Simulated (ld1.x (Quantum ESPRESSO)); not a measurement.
## Before and after: TM potential for Sn

* Element: Sn (Z = 50)
* Generator: ld1.x (Quantum ESPRESSO) 7.5
* Type: norm-conserving Troullier–Martins (Kleinman–Bylander form)
* Functional: PBE
* Relativity: scalar-relativistic
* Frozen core: [Kr]
* Valence charge: 14
* Reference configuration: 4d10 5s1 5p0 (charge +3)
* Partial waves: 5s (bound): rc 1.50 bohr; 5p (bound, empty): rc 1.75 bohr; 4f channel at -0.15 Ry: rc 1.75 bohr; 4d (bound): rc 0.90 bohr
* Local potential: the d channel
* Core correction: Bessel-smoothed model core inside 0.70 bohr

All-electron outer shells of the reference configuration (PBE, scalar-relativistic, ld1.x):

```csv
shell,level (eV),outermost node (bohr),outermost maximum (bohr)
4p,-119.19,0.41,0.79
4d,-55.06,0.39,0.88
5s,-35.96,0.98,1.89
5p,-26.80,1.07,2.20
```

Change: wave 4d (bound): rc 0.90 bohr becomes 4d (bound): rc 0.68 bohr.

Cutoffs: the cutoffs (Ry, on a coarse ladder) from which the occupation-weighted sum of valence levels, in a spherical-Bessel basis at the reference potential, stays within 10 and 1 mRy of its value at 400 Ry; they do not see the model core or the augmentation charge, which bear on the density cutoff. Errors are all-electron minus pseudo energies relative to the spin-unpolarised reference configuration.

Question: How do hardness, ghosts and transferability respond?

Answer: Both files keep a bound ghost (p, s); of the 7 tests that both files solve, the error grows in 4 and shrinks in 1 by more than 15 % and 0.3 meV (median size 16.2 → 31.6 meV); the range in which the s phases agree widens (upper end -0.3 → at the end of the scan); the range in which the p phases agree narrows (upper end 3.1 → -1.5).

```tsv
quantity	base	changed
cutoff, loose	160 Ry	over 300 Ry
cutoff, tight	300 Ry	over 300 Ry
loose cutoff by channel (10 mRy a level)	s 35 Ry, d 100 Ry	s 35 Ry, d over 300 Ry
bound ghosts	s, p	s, p
error for 4d10 5s2 5p2, meV [ΔE -51.80 eV]	+17	+32
error for 4d10 5s2 5p1, meV [ΔE -44.92 eV]	+13	-2.9
error for 4d10 5s2 5p0, meV [ΔE -30.97 eV]	+6.2	-18
error for 4d10 5s0 5p4, meV [ΔE -37.61 eV]	+5.0	+99
error for 4d10 5s2 5p2.3, meV [ΔE -52.65 eV]	+18	+41
error for 4d10 5s0 5p0, meV [ΔE 41.13 eV]	-16	-16
error for 4d9 5s2 5p2, meV [ΔE -19.11 eV]	-252	-263
s: phases at 1.91 bohr within 0.05 rad from the reference energy up to (Ry; the scan ends near 5)	-0.3	to the end of the scan
p: phases at 1.91 bohr within 0.05 rad from the reference energy up to (Ry; the scan ends near 5)	3.1	-1.5
d: phases at 1.91 bohr within 0.05 rad from the reference energy up to (Ry; the scan ends near 5)	to the end of the scan	0.9
f: phases at 1.91 bohr within 0.05 rad from the reference energy up to (Ry; the scan ends near 5)	3.8	3.9
```

 A true bound ghost makes a file unfit for plane-wave use even where its test errors are small: the radial tests pick states by their node count and pass the ghost by.
